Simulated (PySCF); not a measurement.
# SMILES O=CC1=CC=C(F)[SiH2]1, C5H5FOSi

Geometry (Å), atoms numbered from 1 in this order:
```xyz
13

O    -3.3000    0.1284   -0.0644
C    -2.5672   -0.8175   -0.2454
C    -1.1157   -0.7525   -0.1563
C    -0.2916   -1.8174   -0.3586
C     1.1507   -1.6131   -0.2372
C     1.5041   -0.3461    0.0726
F     2.7627    0.0315    0.2238
Si   -0.0555    0.7380    0.2416
H    -2.9829   -1.8282   -0.4999
H    -0.6801   -2.8129   -0.6074
H     1.8715   -2.4211   -0.3862
H    -0.2079    1.2822    1.6187
H    -0.0842    1.8318   -0.7675
```

Computed, not measured: PySCF, TDDFT CAM-B3LYP/aug-cc-pVDZ excited states, vertical, gas phase. Geometry: PBE0-D3(BJ)/def2-SVP.

Question: Give the one- and two-photon strengths of the lowest singlets.

Answer: δ for parallel linear polarisation; σ at the peak of a Lorentzian of half width 0.1 eV, single beam; Ω is circular over linear.
| state | E (eV) | f | photon λ (nm) | δ (au) | σ (GM) | Ω | main |
| --- | --- | --- | --- | --- | --- | --- | --- |
| S1 | 3.69 | 0.000 | 671 | 0.16 | 0.00 | 1.50 | HOMO−1→LUMO 0.81, HOMO−1→LUMO+3 0.14 |
| S2 | 3.98 | 0.156 | 623 | 113 | 0.65 | 0.66 | HOMO→LUMO 0.96 |
| S3 | 5.32 | 0.000 | 466 | 2.05 | 0.02 | 1.50 | HOMO−2→LUMO 0.87 |
| S4 | 5.99 | 0.000 | 414 | 0.57 | 0.01 | 1.50 | HOMO−1→LUMO+3 0.41, HOMO−4→LUMO 0.15 |
| S5 | 6.13 | 0.001 | 404 | 5.54 | 0.08 | 1.50 | HOMO→LUMO+1 0.82 |
| S6 | 6.21 | 0.115 | 399 | 2270 | 32.13 | 0.65 | HOMO→LUMO+3 0.67, HOMO−3→LUMO 0.14 |

Among these, the strongest one-photon state is S2, the strongest two-photon state S6, with a dipole change of 2.1 D (relaxed, norm of the difference vector).
